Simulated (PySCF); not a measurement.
# A small calculation by hand: dipole moment from atomic charges

Al(Me)(OH)(SH) (CH5AlOS), SMILES [Al]([SH])([CH3])[OH]. Atoms are numbered in the order given.

```xyz
9

Al     0.0975    -0.4142     0.0000
C     -1.3158    -1.7493     0.0000
H     -2.3129    -1.2819     0.0000
H     -1.2514    -2.4020    -0.8864
H     -1.2514    -2.4020     0.8864
O      1.7694    -0.7517     0.0000
H      2.1834    -1.6154     0.0000
S     -0.3648     1.7205     0.0000
H      0.9419     2.0674     0.0000
```

Geometry optimised at PBE0-D3(BJ)/def2-SVP. One conformer was computed; it need not be the lowest.

Charges (e) from PySCF with B3LYP/def2-TZVP:

```json
[
 {"atom": "Al1", "ESP fit": "0.889", "IAO": "1.089"},
 {"atom": "C2", "ESP fit": "-0.699", "IAO": "-0.817"},
 {"atom": "H3", "ESP fit": "0.176", "IAO": "0.158"},
 {"atom": "H4", "ESP fit": "0.144", "IAO": "0.155"},
 {"atom": "H5", "ESP fit": "0.144", "IAO": "0.155"},
 {"atom": "O6", "ESP fit": "-0.843", "IAO": "-0.828"},
 {"atom": "H7", "ESP fit": "0.440", "IAO": "0.364"},
 {"atom": "S8", "ESP fit": "-0.455", "IAO": "-0.386"},
 {"atom": "H9", "ESP fit": "0.204", "IAO": "0.109"}
]
```

The dipole moment of the full density is 2.34 D.

Task: What dipole moment does each set of point charges give, and which comes closer to that of the density?

Result: 
μ = Σ q r, and 1 e Å = 4.8032 D.
ESP fit: Σ q r = (0.066, -0.501, 0.000) e Å, |μ| = 2.43 D.
IAO: Σ q r = (0.001, -0.373, 0.000) e Å, |μ| = 1.79 D.
ESP fit comes closer in size. Point charges leave out the atoms' own dipoles (lone pairs, polarised bonds); fits to the potential absorb them, partitions of the density don't.
